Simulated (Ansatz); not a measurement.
Coupled-cluster run, C3H6BFSi (`C=CC1[SiH2]B1F`).

```yaml
crystal:
  periodic: [false, false, false]
  atoms:
    - {symbol: C, position_ang: [0.560744, -0.869315, 1.980921]}
    - {symbol: C, position_ang: [-0.178183, -0.119520, 1.167474]}
    - {symbol: C, position_ang: [0.238734, 0.359825, -0.152404]}
    - {symbol: Si, position_ang: [-0.311673, -0.031739, -2.064985]}
    - {symbol: B, position_ang: [-0.337779, 1.524174, -0.927780]}
    - {symbol: F, position_ang: [-1.076620, 2.560196, -0.591180]}
    - {symbol: H, position_ang: [1.560208, -1.192088, 1.706405]}
    - {symbol: H, position_ang: [0.189718, -1.182879, 2.949040]}
    - {symbol: H, position_ang: [-1.172166, 0.179987, 1.492167]}
    - {symbol: H, position_ang: [1.279524, 0.122525, -0.404513]}
    - {symbol: H, position_ang: [-1.549237, -0.786413, -2.393277]}
    - {symbol: H, position_ang: [0.873732, -0.619754, -2.727767]}
basis:
  gaussian: {orbitals: def2-TZVPP}
correlation: {method: ccsd_t}
```

```sh
$ ansatz run in.yaml --threads 4 --pin off --events-out ev --progress --plain --max-ram 10444MiB
```

Output of Ansatz, abridged:

```
Functional definition: HF
1678 factors; integrals over basis functions are off by at most 1.0e-3 eV
mean field evaluation 1: about -14422.9181 eV, gradient 4.1e1 eV
mean field evaluation 2: about -14423.2172 eV, gradient 4.1e1 eV
mean field evaluation 4: about -14427.9120 eV, gradient 4.8e0 eV
mean field evaluation 8: about -14428.0072 eV, gradient 3.6e-1 eV
mean field evaluation 16: about -14428.0079 eV, gradient 2.1e-6 eV
mean field -14428.00787945 eV, -530.2195099149 hartree, gradient 2.1e-6 eV, S^2 0.000000; 0 other end points of the search recorded, 0 dependent functions left out
10 core orbitals not correlated: weight in the atoms' cores, before any rotation towards them, 1.000 or more for the frozen orbitals, at most 0.000 for the correlated occupied ones
reference -14428.00787945 eV, -530.2195099149 hartree; 16, 16 occupied and 255, 255 virtual orbitals, 1678 factors
second order -25.84714851 eV of doubles, -0.00000000 eV of singles
cycle   1  -26.23405209 eV  change   -3.9e-1 eV  update   1.2e-1
cycle   2  -26.89591429 eV  change   -6.6e-1 eV  update   3.7e-2
cycle   3  -27.05441890 eV  change   -1.6e-1 eV  update   2.0e-2
cycle   4  -27.04229295 eV  change    1.2e-2 eV  update   5.5e-3
cycle   5  -27.03966078 eV  change    2.6e-3 eV  update   2.7e-3
cycle   6  -27.04098181 eV  change   -1.3e-3 eV  update   9.2e-4
cycle   7  -27.04062618 eV  change    3.6e-4 eV  update   4.5e-4
cycle   8  -27.04045004 eV  change    1.8e-4 eV  update   1.8e-4
cycle   9  -27.04053744 eV  change   -8.7e-5 eV  update   8.6e-5
cycle  10  -27.04052900 eV  change    8.4e-6 eV  update   3.0e-5
perturbative correction -1.18169250 eV, -0.0434263982 hartree
Total energy: -14456.23010094 eV, -531.2566574250 hartree
```

It took 3.9 min on 4 threads of an Arm Neoverse V2 on a shared host, with 8.3 GiB of host memory at the peak.

The correlation energy is -28.222 eV, 4.2 % of it from (T); the T1 diagnostic reads 0.0138.
